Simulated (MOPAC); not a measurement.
Job for MOPAC: PM6 on C4H6O (SMILES C=COC=C).

```
PM6 1SCF PRECISE CHARGE=0 THREADS=1
C4H6O

C      2.33978395 1     0.37653329 1    -0.13364059 1
C      1.17272129 1    -0.23593204 1    -0.00629365 1
O     -0.00507376 1     0.39045683 1    -0.29027567 1
C     -1.16555645 1    -0.30834516 1    -0.13163729 1
C     -2.34776447 1     0.23066456 1    -0.38701776 1
H      2.40741816 1     1.40192256 1    -0.46899859 1
H      3.24887378 1    -0.15533027 1     0.10109109 1
H      1.07765698 1    -1.26432029 1     0.32809656 1
H     -1.04362481 1    -1.32925011 1     0.21667725 1
H     -3.24220970 1    -0.35682207 1    -0.24825879 1
H     -2.44222497 1     1.25042271 1    -0.73289792 1
```

Program output:

```
*******************************************************************************
 **                                                                           **
 **                              MOPAC v23.2.5                                **
 **                                                                           **
 *******************************************************************************
 ** MOPAC's Digital Object Identifier: https://doi.org/10.5281/zenodo.6511958 **
 **                                                                           **
 ** Please cite the open-source release paper for use of this MOPAC version:  **
 ** J. E. Moussa and J. J. P. Stewart (2026)                                  **
 ** MOPAC: An open-source semiempirical molecular orbital program             **
 ** J. Open Source Softw., 11(119), 8025, https://doi.org/10.21105/joss.08025 **
 *******************************************************************************

                              PM6 CALCULATION RESULTS

 *******************************************************************************
 *  PM6        - The PM6 Hamiltonian to be used
 *
 *
 *
 *                 CHARGE ON SYSTEM = 0
 *
 *
 *
 *  PRECISE    - TIGHTER CRITERIA TO BE USED
 *  1SCF       - DO 1 SCF AND THEN STOP
 *  THREADS=1  - MULTI-THREADING NOT USED
 *  T=         - A TIME OF 172800.0 SECONDS REQUESTED
 *  DUMP=N     - RESTART FILE WRITTEN EVERY 7200.0 SECONDS REQUESTED
 *******************************************************************************
PM6 1SCF PRECISE CHARGE=0 THREADS=1
 C4H6O

   ATOM   CHEMICAL          X               Y               Z
  NUMBER   SYMBOL      (ANGSTROMS)     (ANGSTROMS)     (ANGSTROMS)

     1       C          2.33978395  *   0.37653329  *  -0.13364059  *
     2       C          1.17272129  *  -0.23593204  *  -0.00629365  *
     3       O         -0.00507376  *   0.39045683  *  -0.29027567  *
     4       C         -1.16555645  *  -0.30834516  *  -0.13163729  *
     5       C         -2.34776447  *   0.23066456  *  -0.38701776  *
     6       H          2.40741816  *   1.40192256  *  -0.46899859  *
     7       H          3.24887378  *  -0.15533027  *   0.10109109  *
     8       H          1.07765698  *  -1.26432029  *   0.32809656  *
     9       H         -1.04362481  *  -1.32925011  *   0.21667725  *
    10       H         -3.24220970  *  -0.35682207  *  -0.24825879  *
    11       H         -2.44222497  *   1.25042271  *  -0.73289792  *



          CARTESIAN COORDINATES

    NO.       ATOM           X           Y           Z

     1         C          2.3398      0.3765     -0.1336
     2         C          1.1727     -0.2359     -0.0063
     3         O         -0.0051      0.3905     -0.2903
     4         C         -1.1656     -0.3083     -0.1316
     5         C         -2.3478      0.2307     -0.3870
     6         H          2.4074      1.4019     -0.4690
     7         H          3.2489     -0.1553      0.1011
     8         H          1.0777     -1.2643      0.3281
     9         H         -1.0436     -1.3293      0.2167
    10         H         -3.2422     -0.3568     -0.2483
    11         H         -2.4422      1.2504     -0.7329

 General Reference for PM6:
 "Optimization of Parameters for Semiempirical Methods V: Modification of NDDO Approximations
 and Application to 70 Elements", J. J. P. Stewart, J. Mol. Mod., 13, 1173-1213 (2007)
 URL: https://link.springer.com/article/10.1007/s00894-007-0233-4

           Empirical Formula: C4 H6 O  =    11 atoms



      MOLECULAR POINT GROUP   :   C2v


      RHF CALCULATION, NO. OF DOUBLY OCCUPIED LEVELS = 14


 -------------------------------------------------------------------------------
 PM6 1SCF PRECISE CHARGE=0 THREADS=1
 C4H6O



     1SCF WAS SPECIFIED, SO BFGS WAS NOT USED
     SCF FIELD WAS ACHIEVED


                              PM6 CALCULATION
                                                       MOPAC v23.2.5 Linux




          FINAL HEAT OF FORMATION =         -1.74115 KCAL/MOL =      -7.28499 KJ/MOL


          COSMO AREA              =        120.05 SQUARE ANGSTROMS
          COSMO VOLUME            =        101.58 CUBIC ANGSTROMS

          IONIZATION POTENTIAL    =          9.295960 EV
          HOMO LUMO ENERGIES (EV) =         -9.296  0.540
          NO. OF FILLED LEVELS    =         14
          MOLECULAR WEIGHT        =         70.0908         POINT GROUP:  C2v

          MOLECULAR DIMENSIONS (Angstroms)

            Atom       Atom       Distance
            H    10    H     7     6.50360
            H     8    H     6     2.76475
            H    11    H     9     0.00593


          SCF CALCULATIONS        =          1





   ATOM   CHEMICAL          X               Y               Z
  NUMBER   SYMBOL      (ANGSTROMS)     (ANGSTROMS)     (ANGSTROMS)

     1       C          2.33978395  *   0.37653329  *  -0.13364059  *
     2       C          1.17272129  *  -0.23593204  *  -0.00629365  *
     3       O         -0.00507376  *   0.39045683  *  -0.29027567  *
     4       C         -1.16555645  *  -0.30834516  *  -0.13163729  *
     5       C         -2.34776447  *   0.23066456  *  -0.38701776  *
     6       H          2.40741816  *   1.40192256  *  -0.46899859  *
     7       H          3.24887378  *  -0.15533027  *   0.10109109  *
     8       H          1.07765698  *  -1.26432029  *   0.32809656  *
     9       H         -1.04362481  *  -1.32925011  *   0.21667725  *
    10       H         -3.24220970  *  -0.35682207  *  -0.24825879  *
    11       H         -2.44222497  *   1.25042271  *  -0.73289792  *

                             CARTESIAN COORDINATES

   1    C        2.339783950     0.376533290    -0.133640590
   2    C        1.172721290    -0.235932040    -0.006293650
   3    O       -0.005073760     0.390456830    -0.290275670
   4    C       -1.165556450    -0.308345160    -0.131637290
   5    C       -2.347764470     0.230664560    -0.387017760
   6    H        2.407418160     1.401922560    -0.468998590
   7    H        3.248873780    -0.155330270     0.101091090
   8    H        1.077656980    -1.264320290     0.328096560
   9    H       -1.043624810    -1.329250110     0.216677250
  10    H       -3.242209700    -0.356822070    -0.248258790
  11    H       -2.442224970     1.250422710    -0.732897920


           Empirical Formula: C4 H6 O  =    11 atoms



      MOLECULAR POINT GROUP   :   C2v


                  EIGENVALUES
 -31.60448 -28.18788 -26.48077 -21.37231 -21.37103 -18.24795 -16.09141 -15.26219
 -14.79292 -14.21838 -13.25099 -12.27373 -11.08694  -9.29596   0.53987   1.31347
   1.52476   4.00823   4.79144   4.99311   5.25819   5.36003   6.10155   6.10903
   6.43742   6.48004


              NET ATOMIC CHARGES AND DIPOLE CONTRIBUTIONS

  ATOM NO.   TYPE          CHARGE      No. of ELECS.   s-Pop       p-Pop
    1          C          -0.455333        4.4553     1.11597     3.33936
    2          C           0.143534        3.8565     1.10119     2.75528
    3          O          -0.342832        6.3428     1.79964     4.54319
    4          C           0.143534        3.8565     1.10119     2.75528
    5          C          -0.455333        4.4553     1.11597     3.33936
    6          H           0.184150        0.8158     0.81585
    7          H           0.177238        0.8228     0.82276
    8          H           0.121827        0.8782     0.87817
    9          H           0.121827        0.8782     0.87817
   10          H           0.177238        0.8228     0.82276
   11          H           0.184150        0.8158     0.81585
 DIPOLE           X         Y         Z       TOTAL
 POINT-CHG.     0.026    -1.954     0.652     2.060
 HYBRID        -0.002     0.181    -0.061     0.191
 SUM            0.023    -1.773     0.591     1.869


          ATOMIC ORBITAL ELECTRON POPULATIONS

     Atom    s        px        py        pz
    1  C   1.11597   1.04934   1.14817   1.14185
    2  C   1.10119   0.82402   0.97963   0.95164
    3  O   1.79964   1.22905   1.53311   1.78103
    4  C   1.10119   0.82940   0.96683   0.95905
    5  C   1.11597   1.04728   1.15303   1.13906
    6  H   0.81585
    7  H   0.82276
    8  H   0.87817
    9  H   0.87817
   10  H   0.82276
   11  H   0.81585

 **********************
 *                    *
 * JOB ENDED NORMALLY *
 *                    *
 **********************




 == MOPAC DONE ==
```

The run finished.

Cost: very roughly 0.06 core-seconds.
